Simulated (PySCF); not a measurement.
# Correlation energy of C⁻ (carbon, charge -1)

[He] 2s2 2p3, high-spin 4S determinant. All numbers are calculated (PySCF 2.14, the non-relativistic Hamiltonian (point nucleus), in def2-QZVPPD (8s4p4d2f1g, 63 functions)). Frozen: 1s2; 5 electrons correlated.

MP2 pair energies summed by pair of shells (mhartree):

| pair | energy | share (%) |
| --- | --- | --- |
| 2s-2p | -62.95 | 62.7 |
| 2p-2p | -23.99 | 23.9 |
| 2s-2s | -13.52 | 13.5 |

Total MP2 correlation energy: -100.47 mhartree.

Same-spin part -31.77 and opposite-spin part -68.70 mhartree; SCS-MP2 scales them by 1/3 and 6/5 to -93.03 mhartree.
